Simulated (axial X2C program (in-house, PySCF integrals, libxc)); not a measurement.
Density and ELF of PI

Calculated with an in-house relativistic program for diatomic molecules. Two-component (2c) means X2C with spin–orbit coupling and atomic mean-field two-electron Coulomb and Gaunt terms. Basis: I dyall-cv3z [11s12p8d4f1g], P dyall-v3z [8s7p2d1f] (cores contracted in-house); Gaussian nuclei, density fitting, unrestricted open shells. Masses: I 126.904 u, P 30.974 u.

PBE0, 2c, state Ω = 1 (⟨Sz⟩ = 1.00, ⟨Lz⟩ = 0.00 at PBE0); I at z = 0, P at z = 2.387 Å.

The maps cover the half plane through the axis: z from -2.4 to 4.2 Å along the bond, ρ from 0.15 to 2.25 Å away from it.

log10 of the density in e/bohr³:

```
 ρ\z  -2.4  -1.8  -1.2  -0.6   0.0   0.6   1.2   1.8   2.4   3.0   3.6   4.2
0.15  -3.3  -2.3  -1.3  -0.2   1.8  -0.2  -1.0  -0.9   1.2  -0.9  -1.6  -2.5
0.45  -3.3  -2.3  -1.4  -0.6   0.4  -0.6  -1.1  -1.0  -0.4  -1.0  -1.7  -2.6
0.75  -3.4  -2.5  -1.6  -0.9  -0.6  -0.9  -1.3  -1.2  -1.0  -1.2  -1.9  -2.7
1.05  -3.6  -2.7  -1.9  -1.3  -1.0  -1.3  -1.6  -1.5  -1.3  -1.5  -2.1  -2.9
1.35  -3.7  -2.9  -2.2  -1.6  -1.4  -1.6  -1.9  -1.9  -1.7  -1.9  -2.4  -3.1
1.65  -3.9  -3.2  -2.5  -2.0  -1.9  -2.0  -2.3  -2.2  -2.1  -2.3  -2.7  -3.4
1.95  -4.2  -3.5  -2.9  -2.4  -2.3  -2.4  -2.7  -2.7  -2.6  -2.7  -3.1  -3.7
2.25  -4.4  -3.8  -3.2  -2.9  -2.8  -2.9  -3.1  -3.1  -3.0  -3.1  -3.5  -4.0
```

Electron localisation function (collinear form, no current term, damped to 0 at low density):

```
 ρ\z  -2.4  -1.8  -1.2  -0.6   0.0   0.6   1.2   1.8   2.4   3.0   3.6   4.2
0.15  0.03  0.32  0.65  0.42  0.77  0.41  0.73  0.09  0.64  0.15  0.80  0.34
0.45  0.03  0.31  0.68  0.27  0.75  0.23  0.69  0.38  0.21  0.64  0.81  0.33
0.75  0.02  0.29  0.71  0.52  0.26  0.43  0.59  0.69  0.64  0.92  0.79  0.29
1.05  0.01  0.25  0.69  0.81  0.68  0.69  0.44  0.67  0.91  0.92  0.75  0.23
1.35  0.01  0.18  0.62  0.83  0.84  0.69  0.27  0.53  0.87  0.88  0.65  0.15
1.65  0.00  0.10  0.49  0.75  0.79  0.56  0.14  0.33  0.74  0.76  0.49  0.07
1.95  0.00  0.04  0.30  0.59  0.63  0.36  0.06  0.16  0.51  0.55  0.26  0.02
2.25  0.00  0.01  0.12  0.34  0.39  0.17  0.02  0.06  0.24  0.25  0.07  0.00
```

Axial spin density in 10⁻³ e/bohr³:

```
 ρ\z  -2.4  -1.8  -1.2  -0.6   0.0   0.6   1.2   1.8    2.4   3.0   3.6   4.2
0.15   0.0  -0.2  -1.4  -0.9  11.3  -0.7  -1.2   2.6  248.1  -5.8  -2.7  -0.4
0.45   0.0  -0.1  -0.4   0.7   0.0  -1.1  -0.1  17.1   17.8  10.9  -0.3  -0.2
0.75   0.0   0.0   0.6   4.3   5.7  -0.8   0.7  21.0   46.9  18.4   1.7   0.1
1.05   0.0   0.1   0.9   4.2   5.4  -0.5   0.7  13.6   28.4  13.2   2.1   0.2
1.35   0.0   0.1   0.7   2.3   2.5  -0.3   0.4   6.5   12.4   6.9   1.5   0.2
1.65   0.0   0.1   0.4   1.0   0.9  -0.2   0.2   2.7    4.9   3.1   0.9   0.2
1.95   0.0   0.0   0.2   0.4   0.3  -0.1   0.1   1.1    1.9   1.3   0.5   0.1
2.25   0.0   0.0   0.1   0.1   0.1  -0.1   0.0   0.4    0.7   0.5   0.2   0.1
```

One determinant describes the state; a PBE0 search over occupations chose it and may have missed a lower one. Density functionals use the spin component along the axis (collinear). PBE0 can misorder states that lie within some tenths of an eV, so this need not be the ground state of the molecule. The nearest other 2c determinant of the search, Ω = 0, lies 0.76 eV up at the distance of the search. With several unpaired electrons one determinant need not be a pure state. Open-shell Ω = 0 determinants with evenly filled partner blocks cannot be reached by this program, so the Ω shown need not be the lowest component. This is the Ω = 1 component of a π² triplet; the 0⁺ component is not one determinant and can lie lowest.
